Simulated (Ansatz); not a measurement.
Frontier orbitals of ClF₂HOZr, SMILES `[OH][Zr]([F])([F])[Cl]`.

Cartesian coordinates in Å:
```
O -0.508 -0.258 -1.330
Zr 0.152 -0.010 0.425
F -1.120 -0.666 1.670
F 1.765 -0.986 0.631
Cl 0.549 2.276 0.823
H -0.839 -0.357 -2.219
```

The species carries charge 0 and has multiplicity 1. Correlated methods include outer-core shells of Zr, which these sets cover unevenly. Zr takes the def2 core potential. The geometry is a stationary point of PBE0-D4/def2-TZVP. It is one conformer, not always the lowest. Basis def2-TZVPP, Ansatz 0.2.0.

```csv
functional,HOMO (eV),LUMO (eV),gap (eV)
PBE,-8.01,-2.02,5.99
revPBE,-7.93,-1.92,6.01
PBE0,-9.48,-1.16,8.32
B3LYP,-9.19,-1.41,7.78
BHLYP,-10.79,-0.16,10.63
LC-ωPBE,-12.27,1.06,13.33
ωB97M-V,-11.75,0.40,12.15
HF,-12.89,1.28,14.17
```

Against PBE, PBE0 changes HOMO and LUMO by −1.47 and +0.86 eV, ωB97M-V by −3.74 and +2.43 eV. A gap of 5.98 eV thus becomes 12.15 eV for the same molecule, so an orbital gap means little without its functional. A positive LUMO is unbound and depends on the basis.

B3LYP here is the variant with VWN-RPA as its local correlation; programs differ in this. LC-ωPBE has ω = 0.4 bohr⁻¹.
